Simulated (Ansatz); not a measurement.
Reaction (substitution at a C–B bond): `BB(C)CC` + `C[SiH2][NH][AlH2]` → `C[SiH2][N](C)[AlH2]` + `BBCC`

Calculated with Ansatz (gas phase, PBE0-D4/def2-TZVP geometries, no zero-point term in ΔE). CBS: MP2 limit from def2 TZ/QZ plus the TZ coupled-cluster correction, frozen cores. DFT in def2-TZVPP. B3LYP here is the variant with VWN-RPA as its local correlation; programs differ in this. One conformer a species, not always the lowest.

(1) Is it downhill or uphill in electronic energy at CCSD(T)/CBS, and by how much? (Best estimate.)

(2) What do these levels give: PBE-D4, PBE0-D4, B2PLYP, PBE, B3LYP, MP2/def2-TZVPP, CCSD/def2-TZVPP, CCSD(T)/def2-TZVPP, HF/def2-QZVPP, SCS-MP2/def2-QZVPP, HF/CBS(def2), CCSD/CBS(def2)? (Best estimate.)

Largest T1 diagnostic among the species: 0.011.

Results:

(1) Ansatz gave: Uphill: ΔE = +91.8 kJ/mol.

(2) The calculation gave: PBE-D4 87.0, PBE0-D4 89.7, B2PLYP 91.1, PBE 89.4, B3LYP 90.6, MP2/def2-TZVPP 92.8, CCSD/def2-TZVPP 90.7, CCSD(T)/def2-TZVPP 89.9, HF/def2-QZVPP 91.0, SCS-MP2/def2-QZVPP 90.4, HF/CBS(def2) 91.0, CCSD/CBS(def2) 92.7 kJ/mol.

The D4 term adds −4.0 kJ/mol with B3LYP and −2.1 kJ/mol with PBE0; it sums over pairs of atoms, weighted by their polarisabilities, and B3LYP, whose exchange is more repulsive, gets the larger term.
